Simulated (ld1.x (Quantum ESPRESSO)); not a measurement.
Al (Z = 13) TM: all-electron and pseudo phase curves

Al (Z = 13), norm-conserving Troullier–Martins (Kleinman–Bylander form), made with ld1.x (Quantum ESPRESSO) 7.5 (PBE, scalar-relativistic). Core [Ne], reference 3s2 3p1. Waves: 3s (bound): rc 1.50 bohr; 3p (bound): rc 2.95 bohr; 3d channel at 0.1 Ry: rc 3.05 bohr. Local part: all-electron potential smoothed inside 2.55 bohr (lloc = -1). Core correction: none.

The phase is arctan(r·u′/u) with u = r·R(r), unwrapped; energies in Ry, scanned from -3 to 5 Ry. A pole is an energy at which the radial function vanishes at the test radius. The pseudo phase is shifted by a multiple of π to meet the all-electron one at the reference energy, and phase errors are pseudo minus all-electron; the curves can meet again beyond the range given. Levels narrower than the energy grid can be missing from the lists of poles.

Q: For each channel, where are the poles, and over which energies does the pseudopotential scatter like the atom?

A:

```json
{"channel": "s", "radius (bohr)": "3.29", "reference energy (Ry)": "-0.57", "poles, all-electron": "-0.09, 4.04", "poles, pseudo": "-0.10, 3.21", "unbroken range about the reference energy with phases within 0.05 rad": "below 1.1", "phase error 1 Ry above the reference energy (rad)": "-0.005"}
{"channel": "p", "radius (bohr)": "3.29", "reference energy (Ry)": "-0.20", "poles, all-electron": "0.56, 4.59", "poles, pseudo": "0.55, 4.10", "unbroken range about the reference energy with phases within 0.05 rad": "below 1.7", "phase error 1 Ry above the reference energy (rad)": "-0.005"}
{"channel": "d", "radius (bohr)": "3.29", "reference energy (Ry)": "0.10", "poles, all-electron": "1.38, 4.86", "poles, pseudo": "1.41", "unbroken range about the reference energy with phases within 0.05 rad": "below 2.2", "phase error 1 Ry above the reference energy (rad)": "+0.006"}
```

Phases in the s channel:

```json
{"E (Ry)": "-3.00", "all-electron": "1.373", "pseudo": "1.372"}
{"E (Ry)": "-2.52", "all-electron": "1.347", "pseudo": "1.347"}
{"E (Ry)": "-2.04", "all-electron": "1.307", "pseudo": "1.307"}
{"E (Ry)": "-1.56", "all-electron": "1.231", "pseudo": "1.230"}
{"E (Ry)": "-1.08", "all-electron": "0.996", "pseudo": "0.995"}
{"E (Ry)": "-0.60", "all-electron": "-0.880", "pseudo": "-0.880"}
{"E (Ry)": "-0.12", "all-electron": "-1.558", "pseudo": "-1.559"}
{"E (Ry)": "0.36", "all-electron": "-1.717", "pseudo": "-1.722"}
{"E (Ry)": "0.84", "all-electron": "-1.861", "pseudo": "-1.880"}
{"E (Ry)": "1.32", "all-electron": "-2.177", "pseudo": "-2.301"}
{"E (Ry)": "1.80", "all-electron": "-3.473", "pseudo": "-3.918"}
{"E (Ry)": "2.28", "all-electron": "-4.333", "pseudo": "-4.473"}
{"E (Ry)": "2.76", "all-electron": "-4.539", "pseudo": "-4.628"}
{"E (Ry)": "3.24", "all-electron": "-4.629", "pseudo": "-4.717"}
{"E (Ry)": "3.72", "all-electron": "-4.684", "pseudo": "-4.807"}
{"E (Ry)": "4.20", "all-electron": "-4.726", "pseudo": "-5.006"}
{"E (Ry)": "4.68", "all-electron": "-4.764", "pseudo": "-7.002"}
```
